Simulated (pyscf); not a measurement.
# C₃H₅ (SMILES [CH]1CC1), doublet

Gas-phase minimum from PySCF at ωB97X-D3(BJ)/def2-SVP, one conformer. cyclic C₃H₅ (SMILES [CH]1CC1) [doublet] lies 28.1 kcal/mol over its isomer •H₂C–CH=CH₂, and others may lie lower still (electronic energy, ωB97M-D3(BJ)). 

SMILES: [CH]1CC1
```xyz
8

C      0.2227     0.7734    -1.1601
C     -1.0286     1.0472    -1.8786
C     -0.9931     0.9464    -0.3544
H      0.9460    -0.0413    -1.2309
H     -1.1886     2.0460    -2.3053
H     -1.4990     0.2412    -2.4569
H     -1.4385     0.0698     0.1339
H     -1.1299     1.8798     0.2070
```
Charge 0, spin multiplicity 2.

Bonds (Å): C1–C2 1.469, C1–C3 1.469, C1–H4 1.092, C2–C3 1.528, C2–H5 1.098, C2–H6 1.098, C3–H7 1.098, C3–H8 1.098. Bond angles (°): C2–C1–C3 62.7, C2–C1–H4 132.2, C3–C1–H4 132.2, C1–C2–C3 58.7, C1–C2–H5 118.9, C1–C2–H6 119.1, C3–C2–H5 116.8, C3–C2–H6 119.1, H5–C2–H6 113.6, C1–C3–C2 58.7, C1–C3–H7 119.1, C1–C3–H8 118.9, C2–C3–H7 119.1, C2–C3–H8 116.8 (the first ones only).

Properties at ωB97X-D3(BJ)/def2-SVP:

```
Item                                                                                                                                                                                                                       Result
---------------------------------------------------------------------------------------------------------------------  ----------------------------------------------------------------------------------------------------------
Harmonic wavenumbers, unscaled                                                                                         573, 772, 774, 892, 950, 1041, 1076, 1102, 1111, 1163, 1291, 1434, 1489, 3120, 3123, 3203, 3212, 3256 cm⁻¹
Zero-point energy                                                                                                                                                                                                   42.3 kcal/mol
Rotational symmetry number                                                                                                                                                                                                      1
Entropy of this conformer at 298 K and 1 atm, rigid rotor and harmonic oscillator, modes under 100 cm⁻¹ raised to 100                                                                                             257.2 J/(mol K)
Dipole moment                                                                                                                                                                                                              0.61 D
Spin expectation value S2                                                                                                                                                                                                   0.753
```

Single-point totals, which compare only within one level (frozen core for MP2 and CC):

```json
[
 {"level": "ωB97X-D3(BJ)/def2-TZVP", "total energy (hartree)": "-117.31852"},
 {"level": "PBE/def2-TZVP", "total energy (hartree)": "-117.09194"},
 {"level": "r²SCAN/def2-TZVP", "total energy (hartree)": "-117.18425"},
 {"level": "B3LYP-D3(BJ)/def2-TZVP", "total energy (hartree)": "-117.26758"},
 {"level": "PBE0-D3(BJ)/def2-TZVP", "total energy (hartree)": "-117.11458"},
 {"level": "M06-2X/def2-TZVP", "total energy (hartree)": "-117.19646"},
 {"level": "ωB97M-D3(BJ)/def2-TZVP", "total energy (hartree)": "-117.28406"},
 {"level": "UHF/def2-TZVPP", "total energy (hartree)": "-116.45868"},
 {"level": "MP2/def2-TZVPP", "total energy (hartree)": "-116.93515"},
 {"level": "CCSD/def2-TZVPP", "total energy (hartree)": "-116.96737"},
 {"level": "CCSD(T)/def2-TZVPP", "total energy (hartree)": "-116.98827"}
]
```

The CCSD(T) − MP2 part came from Ansatz, without density fitting, on the same reference.
